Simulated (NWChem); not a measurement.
System: SnNH4Cl; SMILES [NH2][SnH2][Cl]

Input file for NWChem:

```
start job
memory heap 200 mb stack 900 mb global 1100 mb
geometry units angstroms noautoz
  Sn    -0.331747     0.404147    -0.033589
  N      1.329723     1.551938     0.115404
  Cl     0.143702    -1.874542     0.430847
  H     -0.871658     0.455786    -1.651128
  H     -1.438995     0.910903     1.160840
  H      2.063026     1.303283    -0.546008
  H      1.742092     1.561825     1.046457
end
basis spherical
  * library def2-svp
end
ecp
  Sn library def2-ecp
end
dft
  xc b3lyp
  iterations 150
end
tddft
  nroots 8
  notriplet
end
task tddft energy
```

Output (shortened):

```
             Northwest Computational Chemistry Package (NWChem) 7.3.0
             --------------------------------------------------------

 CS  symmetry detected

                             Geometry "geometry" -> ""
                             -------------------------

 Output coordinates in angstroms (scale by  1.889725989 to convert to a.u.)

  No.       Tag          Charge          X              Y              Z
 ---- ---------------- ---------- -------------- -------------- --------------
    1 Sn                  50.0000    -0.31327405     0.35854900     0.00000000
    2 N                    7.0000     1.32187709     1.55286320     0.00000000
    3 Cl                  17.0000     0.28950002    -1.93728191     0.00000000
    4 H                    1.0000    -1.16777512     0.62466485    -1.45225394
    5 H                    1.0000    -1.16777512     0.62466485     1.45225394
    6 H                    1.0000     1.91230628     1.44348520    -0.82246376
    7 H                    1.0000     1.91230628     1.44348520     0.82246376

 Effective nuclear repulsion energy (a.u.)     370.5559286284

      Symmetry information
      --------------------

 Group name             Cs
 Group number              2
 Group order               2
 No. of unique centers     5

                                 NWChem DFT Module
                                 -----------------

 Summary of "ao basis" -> "ao basis" (spherical)
 ------------------------------------------------------------------------------
       Tag                 Description            Shells   Functions and Types
 ---------------- ------------------------------  ------  ---------------------
 Sn                         def2-svp                10       26   4s4p2d
 N                          def2-svp                 6       14   3s2p1d
 Cl                         def2-svp                 8       18   4s3p1d
 H                          def2-svp                 3        5   2s1p

      Symmetry analysis of basis
      --------------------------

        a'         51
        a"         27

            General Information
            -------------------
          SCF calculation type: DFT
          Wavefunction type:  closed shell.
          No. of atoms     :     7
          No. of electrons :    50
           Alpha electrons :    25
            Beta electrons :    25
          Charge           :     0
          Spin multiplicity:     1
          Use of symmetry is: off; symmetry adaption is: on
          Maximum number of iterations: 150
          AO basis - number of functions:    78
                     number of shells:    36
          Convergence on energy requested:  1.00D-06
          Convergence on density requested:  1.00D-05
          Convergence on gradient requested:  5.00D-04

              XC Information
              --------------
                         B3LYP Method XC Potential
                     Hartree-Fock (Exact) Exchange  0.200
                        Slater Exchange Functional  0.800 local
                    Becke 1988 Exchange Functional  0.720 non-local
              Lee-Yang-Parr Correlation Functional  0.810
                  VWN I RPA Correlation Functional  0.190 local

             Grid Information
             ----------------
          Grid used for XC integration:  medium
          Radial quadrature: Mura-Knowles
          Angular quadrature: Lebedev.
          Tag              B.-S. Rad. Rad. Pts. Rad. Cut. Ang. Pts.
          ---              ---------- --------- --------- ---------
          Sn                  1.45      123           9.0       590
          N                   0.65       49          10.0       434
          Cl                  1.00       88          10.0       590
          H                   0.35       45          11.0       434
          Grid pruning is: on
          Number of quadrature shells:   440
          Spatial weights used:  Erf1

      Superposition of Atomic Density Guess
      -------------------------------------

 Sum of atomic energies:        -764.66055983

      Non-variational initial energy
      ------------------------------

 Total energy =    -729.519343
 1-e energy   =   -1454.190688
 2-e energy   =     540.186817
 HOMO         =      -0.354460
 LUMO         =       0.016281

      Symmetry analysis of molecular orbitals - initial
      -------------------------------------------------

  Numbering of irreducible representations:

     1 a'          2 a"

  Orbital symmetries:

     1 a'          2 a'          3 a'          4 a'          5 a"
     6 a'          7 a'          8 a"          9 a'         10 a'
    11 a'         12 a'         13 a"         14 a"         15 a'
    16 a'         17 a'         18 a'         19 a"         20 a'
    21 a'         22 a"         23 a'         24 a"         25 a'
    26 a'         27 a'         28 a'         29 a"         30 a'
    31 a"         32 a'         33 a"         34 a'         35 a'

 !! scf_movecs_sym_adapt:    2 vectors were symmetry contaminated

  Symmetry fudging

   convergence    iter        energy       DeltaE   RMS-Dens  Diis-err
 ---------------- ----- ----------------- --------- --------- ---------
 d= 0,ls=0.0,diis     1   -731.5194476616 -9.16D+02  1.73D-02  4.36D-01

 !! scf_movecs_sym_adapt:    2 vectors were symmetry contaminated

  Symmetry fudging
 d= 0,ls=0.0,diis     2   -731.4871145603  3.23D-02  9.26D-03  7.06D-01
 d= 0,ls=0.0,diis     3   -731.5761916681 -8.91D-02  2.28D-03  3.93D-02
 d= 0,ls=0.0,diis     4   -731.5796587594 -3.47D-03  1.12D-03  8.31D-03
 d= 0,ls=0.0,diis     5   -731.5808286674 -1.17D-03  1.13D-04  7.61D-05
  Resetting Diis
 d= 0,ls=0.0,diis     6   -731.5808377900 -9.12D-06  2.70D-05  3.71D-06
 d= 0,ls=0.0,diis     7   -731.5808382800 -4.90D-07  1.12D-05  2.24D-07
 d= 0,ls=0.0,diis     8   -731.5808382875 -7.48D-09  5.56D-06  1.83D-07

         Total DFT energy =     -731.580838287468
      One electron energy =    -1456.483607384922
           Coulomb energy =      595.250617407639
    Exchange-Corr. energy =      -54.832375646761
 Nuclear repulsion energy =      184.484527336576

 Numeric. integr. density =       49.999994273794

                  Occupations of the irreducible representations
                  ----------------------------------------------

[...]

                                NWChem TDDFT Module
                                -------------------

            General Information
            -------------------
           No. of orbitals :     156
            Alpha orbitals :      78
             Beta orbitals :      78
        Alpha frozen cores :       0
         Beta frozen cores :       0
     Alpha frozen virtuals :       0
      Beta frozen virtuals :       0
         Spin multiplicity :       1
    Number of AO functions :      78
        Use of symmetry is : off
      Symmetry adaption is : on
         Schwarz screening :  0.10D-07

              XC Information
              --------------
                  B3LYP Method XC Potential
              Hartree-Fock (Exact) Exchange   0.20
                 Slater Exchange Functional   0.80 local
             Becke 1988 Exchange Functional   0.72 non-local
       Lee-Yang-Parr Correlation Functional   0.81
           VWN I RPA Correlation Functional   0.19 local

             TDDFT Information
             -----------------
          Calculation type : TDDFT
         Wavefunction type : Restricted singlets
          No. of electrons :      50
           Alpha electrons :      25
            Beta electrons :      25
              No. of roots :       8
          Max subspacesize :    5600
            Max iterations :     100
               Target root :       1
           Target symmetry : none
      Symmetry restriction : off
                 Algorithm : Optimal
        Davidson threshold :  0.10D-03

    8 smallest eigenvalue differences (eV)
--------------------------------------------------------
  No. Spin  Occ  Vir  Irrep   E(Occ)    E(Vir)   E(Diff)
--------------------------------------------------------
    1    1   25   26 a'       -0.266    -0.025     6.556
    2    1   24   26 a"       -0.293    -0.025     7.287
    3    1   25   27 a'       -0.266     0.003     7.330
    4    1   23   26 a'       -0.300    -0.025     7.484
    5    1   25   28 a'       -0.266     0.021     7.803
    6    1   24   27 a"       -0.293     0.003     8.060
    7    1   23   27 a'       -0.300     0.003     8.257
    8    1   24   28 a"       -0.293     0.021     8.534
--------------------------------------------------------

  Entering Davidson iterations
  Restricted singlet excited states

  Iter   NTrls   NConv    DeltaV     DeltaE      Time
  ----  ------  ------  ---------  ---------  ---------
    1      8       0     0.26E+00   0.10+100       16.3
    2     24       0     0.33E-01   0.19E-01       23.1
    3     40       0     0.12E-01   0.69E-03       22.0
    4     56       0     0.40E-02   0.75E-04       15.3
    5     72       0     0.13E-02   0.88E-05       14.7
    6     88       1     0.51E-03   0.74E-06       13.8
    7    102       6     0.18E-03   0.97E-07       14.5
    8    106       8     0.73E-04   0.81E-08        8.0
  ----  ------  ------  ---------  ---------  ---------
  Convergence criterion met

  Ground state a'       -731.580838287468 a.u.

  ----------------------------------------------------------------------------
  Root   1 singlet a'             0.213165349 a.u.                5.8005 eV
  ----------------------------------------------------------------------------
     Transition Moments    X  0.28076   Y  0.70442   Z  0.00000
     Dipole Oscillator Strength                    0.0817170648
     Electric Quadrupole                           0.0000001375
     Magnetic Dipole                               0.0000000938
     Total Oscillator Strength                     0.0817172961

     Occ.   20  a'  ---  Virt.   26  a'  -0.09932 X
     Occ.   20  a'  ---  Virt.   27  a'   0.06159 X
     Occ.   23  a'  ---  Virt.   26  a'  -0.06799 X
     Occ.   23  a'  ---  Virt.   27  a'  -0.17185 X
     Occ.   25  a'  ---  Virt.   26  a'   0.92015 X
     Occ.   25  a'  ---  Virt.   27  a'  -0.25659 X
     Occ.   25  a'  ---  Virt.   28  a'  -0.17920 X
  ----------------------------------------------------------------------------
  Root   2 singlet a"             0.226761768 a.u.                6.1705 eV
  ----------------------------------------------------------------------------
     Transition Moments    X -0.00000   Y  0.00000   Z  0.35638
     Dipole Oscillator Strength                    0.0192000358
     Electric Quadrupole                           0.0000000246
     Magnetic Dipole                               0.0000001189
     Total Oscillator Strength                     0.0192001793

     Occ.   21  a"  ---  Virt.   26  a'  -0.09714 X
     Occ.   21  a"  ---  Virt.   28  a'   0.05405 X
     Occ.   24  a"  ---  Virt.   26  a'  -0.98516 X
     Occ.   24  a"  ---  Virt.   27  a'  -0.07236 X
     Occ.   24  a"  ---  Virt.   28  a'  -0.09945 X
  ----------------------------------------------------------------------------
  Root   3 singlet a'             0.227934210 a.u.                6.2024 eV
  ----------------------------------------------------------------------------
     Transition Moments    X -0.28834   Y  0.16099   Z -0.00000
     Dipole Oscillator Strength                    0.0165718584
     Electric Quadrupole                           0.0000000937
     Magnetic Dipole                               0.0000003529
     Total Oscillator Strength                     0.0165723050

     Occ.   22  a'  ---  Virt.   26  a'   0.06298 X
     Occ.   23  a'  ---  Virt.   26  a'   0.47411 X
     Occ.   25  a'  ---  Virt.   26  a'  -0.19891 X
     Occ.   25  a'  ---  Virt.   27  a'  -0.85377 X
  ----------------------------------------------------------------------------
  Root   4 singlet a'             0.234287762 a.u.                6.3753 eV
  ----------------------------------------------------------------------------
     Transition Moments    X  0.17031   Y -0.16621   Z  0.00000
     Dipole Oscillator Strength                    0.0088452048
     Electric Quadrupole                           0.0000000510
     Magnetic Dipole                               0.0000002490
     Total Oscillator Strength                     0.0088455049

     Occ.   22  a'  ---  Virt.   26  a'  -0.06102 X
     Occ.   23  a'  ---  Virt.   26  a'  -0.86784 X
     Occ.   25  a'  ---  Virt.   26  a'  -0.16880 X
     Occ.   25  a'  ---  Virt.   27  a'  -0.44657 X
     Occ.   25  a'  ---  Virt.   28  a'   0.09257 X
  ----------------------------------------------------------------------------
  Root   5 singlet a'             0.254328867 a.u.                6.9206 eV
  ----------------------------------------------------------------------------
     Transition Moments    X -0.15082   Y -0.28544   Z  0.00000
     Dipole Oscillator Strength                    0.0176708741
     Electric Quadrupole                           0.0000000868
     Magnetic Dipole                               0.0000005643
     Total Oscillator Strength                     0.0176715252

     Occ.   20  a'  ---  Virt.   26  a'   0.09424 X
     Occ.   20  a'  ---  Virt.   27  a'  -0.06311 X
     Occ.   23  a'  ---  Virt.   26  a'  -0.06696 X
     Occ.   23  a'  ---  Virt.   27  a'   0.22094 X
     Occ.   25  a'  ---  Virt.   26  a'  -0.13161 X
     Occ.   25  a'  ---  Virt.   28  a'  -0.94501 X
     Occ.   25  a'  ---  Virt.   30  a'   0.11234 X
  ----------------------------------------------------------------------------
  Root   6 singlet a"             0.260445435 a.u.                7.0871 eV
  ----------------------------------------------------------------------------
     Transition Moments    X  0.00000   Y -0.00000   Z -0.07735
     Dipole Oscillator Strength                    0.0010388866
     Electric Quadrupole                           0.0000000044
     Magnetic Dipole                               0.0000008437
     Total Oscillator Strength                     0.0010397347

     Occ.   24  a"  ---  Virt.   26  a'  -0.06805 X
     Occ.   24  a"  ---  Virt.   27  a'   0.99241 X
     Occ.   24  a"  ---  Virt.   28  a'  -0.07446 X
     Occ.   24  a"  ---  Virt.   30  a'  -0.05304 X
  ----------------------------------------------------------------------------
  Root   7 singlet a'             0.273822512 a.u.                7.4511 eV
  ----------------------------------------------------------------------------
     Transition Moments    X -0.25079   Y -0.28457   Z  0.00000
     Dipole Oscillator Strength                    0.0262646698
     Electric Quadrupole                           0.0000003372
     Magnetic Dipole                               0.0000006704
     Total Oscillator Strength                     0.0262656775

     Occ.   20  a'  ---  Virt.   26  a'   0.16671 X
     Occ.   22  a'  ---  Virt.   26  a'  -0.28694 X
     Occ.   22  a'  ---  Virt.   27  a'  -0.06799 X
     Occ.   23  a'  ---  Virt.   27  a'  -0.89594 X
     Occ.   23  a'  ---  Virt.   28  a'   0.11965 X
     Occ.   24  a"  ---  Virt.   29  a"  -0.07688 X
     Occ.   25  a'  ---  Virt.   26  a'  -0.15103 X
     Occ.   25  a'  ---  Virt.   28  a'  -0.17036 X
  ----------------------------------------------------------------------------
  Root   8 singlet a"             0.281177183 a.u.                7.6512 eV
  ----------------------------------------------------------------------------
     Transition Moments    X -0.00000   Y -0.00000   Z  0.11406
     Dipole Oscillator Strength                    0.0024387269
     Electric Quadrupole                           0.0000000614
     Magnetic Dipole                               0.0000029284
     Total Oscillator Strength                     0.0024417167

[...]
```

Level: B3LYP/def2-SVP with def2 effective core potentials on Sn, full TDDFT. All runs use the structure optimised with PBE0/def2-SVP. B3LYP is NWChem's, with the RPA form of VWN correlation. def2 effective core potentials on Sn; no spin-orbit coupling.
